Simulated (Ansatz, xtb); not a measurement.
## C5H7BO3: which of two isomers lies lower

We compare a, `O=C1CCC=C1B(O)O`, a singlet, with b, `Cc1occc1B(O)O`, a singlet. Both are isolated molecules in the gas phase, relaxed with B3LYP-D3(BJ)/def2-SVP; the shapes shown needn't be the lowest conformers.

a (Å):

| atom | x (Å) | y (Å) | z (Å) |
| --- | --- | --- | --- |
| C | 0.7260 | -1.7118 | -0.2142 |
| C | 0.1559 | -2.6459 | 0.8712 |
| C | -0.2450 | -1.7267 | 2.0340 |
| C | 0.1105 | -0.3475 | 1.5463 |
| C | 0.6488 | -0.3100 | 0.3067 |
| B | 1.1014 | 0.9988 | -0.4232 |
| O | 1.1514 | -2.0805 | -1.2840 |
| O | 0.9336 | 2.1713 | 0.2697 |
| O | 1.6255 | 0.9237 | -1.6766 |
| H | 0.9234 | -3.3875 | 1.1421 |
| H | -0.6896 | -3.2090 | 0.4466 |
| H | -1.3193 | -1.7852 | 2.2836 |
| H | 0.2905 | -1.9555 | 2.9725 |
| H | -0.0596 | 0.5431 | 2.1583 |
| H | 1.2151 | 2.9698 | -0.1919 |
| H | 1.8846 | 1.7646 | -2.0713 |

b (Å):

| atom | x (Å) | y (Å) | z (Å) |
| --- | --- | --- | --- |
| C | -1.0184 | -0.4648 | -2.0085 |
| C | -0.8351 | -1.0151 | -0.6396 |
| C | -1.3862 | -2.3604 | 1.0133 |
| C | -0.3161 | -1.6457 | 1.4517 |
| C | 0.0614 | -0.7532 | 0.3763 |
| B | 1.2283 | 0.2640 | 0.3989 |
| O | -1.7086 | -1.9830 | -0.2586 |
| O | 1.9835 | 0.3332 | 1.5414 |
| O | 1.4631 | 1.0481 | -0.7053 |
| H | -0.9271 | -1.2598 | -2.7679 |
| H | -0.2621 | 0.3042 | -2.2039 |
| H | -2.0213 | -0.0198 | -2.1228 |
| H | -2.0078 | -3.1363 | 1.4518 |
| H | 0.1695 | -1.7225 | 2.4218 |
| H | 2.7027 | 0.9749 | 1.5281 |
| H | 2.2035 | 1.6606 | -0.6274 |

Estimate E(b) − E(a) at the level CCSD(T)/def2-SVP + ΔMP2/def2-TZVPP.

Too close to call at this level: CCSD(T)/def2-SVP + ΔMP2/def2-TZVPP gives E(b) − E(a) = −0.013 eV.

How the difference moves with the method:

| level | geometry | E(b) − E(a) (eV) | departure from the last row (eV) | job, with rough time for the two |
| --- | --- | --- | --- | --- |
| B3LYP-D3(BJ)/def2-SVP | B3LYP-D3(BJ)/def2-SVP | −0.048 | −0.035 | optimisation, 2.7 min |
| HF/def2-SVP | B3LYP-D3(BJ)/def2-SVP | +0.209 | +0.222 | part of the CCSD(T) run |
| MP2/def2-SVP | B3LYP-D3(BJ)/def2-SVP | −0.074 | −0.060 | part of the CCSD(T) run |
| CCSD(T)/def2-SVP | B3LYP-D3(BJ)/def2-SVP | +0.040 | +0.053 | single point |
| CCSD(T)/def2-SVP + ΔMP2/def2-TZVPP | B3LYP-D3(BJ)/def2-SVP | −0.013 |  | single point, 3.2 min |

As drawn, b has 2 C∷O, 3 C∷C in place of 1 C=O, 3 C–C, 1 C=C (∷ is an aromatic bond). Structure a has a 5-membered ring, b a 5-membered ring (with an aromatic ring).

The largest departure from CCSD(T)/def2-SVP + ΔMP2/def2-TZVPP is that of HF/def2-SVP, 0.222 eV. A small imaginary or near-zero mode remains, so no thermal terms are given. Levels run at GFN2-xTB geometries aren't shown. The last row adds to CCSD(T) the change of the MP2 difference between the two basis sets, here −0.053 eV.

The correlated steps freeze 9 core orbitals. Programs: Ansatz 0.2.0, xtb 6.7.1; the last row on 4 threads of Arm Neoverse V1 on a shared host.
